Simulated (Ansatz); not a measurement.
## Which method gave which barrier?

Saddle point of SnNH$_{5}$S, closed shell (SnNH₅S ([NH2][SnH2][SH]) → SnH₂S ([S][SnH2]) + NH₃ (still joined by a long Sn–N bond); bonds formed: N2–H4; bonds broken: S3–H4; bonds weakened to dative contacts: Sn1–N2), PBE0-D4/def2-TZVP structure:

```csv
atom,x (Å),y (Å),z (Å)
Sn1,-0.9856,0.2727,0.3372
N2,1.0737,-0.0262,-0.1340
S3,-1.1265,-1.4939,-1.1699
H4,0.3938,-0.9821,-0.8870
H5,-1.4107,1.8642,-0.1165
H6,-1.1895,0.0276,2.0158
H7,1.6868,-0.3669,0.5989
H8,1.5578,0.7046,-0.6446
```

Program: Ansatz 0.2.0. Basis: def2-TZVPP, with def2-QZVPP for the basis limit. Cores are frozen in the correlated methods. Filled d shells of the heavier atoms are correlated. Core potentials replace the inner electrons of the atoms past krypton. The def2 sets are not built for correlating such inner shells, so the correlated values are less sure here. B3LYP uses VWN-RPA correlation. Extrapolation: Hartree–Fock as exp(−7.88 √X), correlation as X^−2.97. Four methods, as single points on the PBE0-D4 structures, gave these electronic barriers from the start structure: 0.794, 0.905, 1.086, 1.458 eV.

Q: The methods were, in alphabetical order, B3LYP-D4, BHLYP-D4, BLYP-D4, HF. Which gave which? (Judge from chemistry; the calculation decides.)

A: By the calculation: BLYP-D4 0.794; B3LYP-D4 0.905; BHLYP-D4 1.086; HF 1.458 eV. For comparison, CCSD(T) at an estimated basis limit (MP2 extrapolated from triple and quadruple zeta, plus CCSD(T) − MP2 in triple zeta) gives 0.918 eV.

The T1 diagnostic stays at or below 0.015.

Labels in which every atom is bracketed show which atoms are joined, not bond orders.

For scale, one of the runs: CCSD(T)/def2-TZVPP, 193 basis functions, launched by `ansatz run in.yaml --threads 4 --pin off --events-out ev --progress --plain --max-ram 9574MiB`. The run took 64 s on 4 CPU threads of an Intel Xeon (shared host), with 2.4 GiB of host memory at its peak.
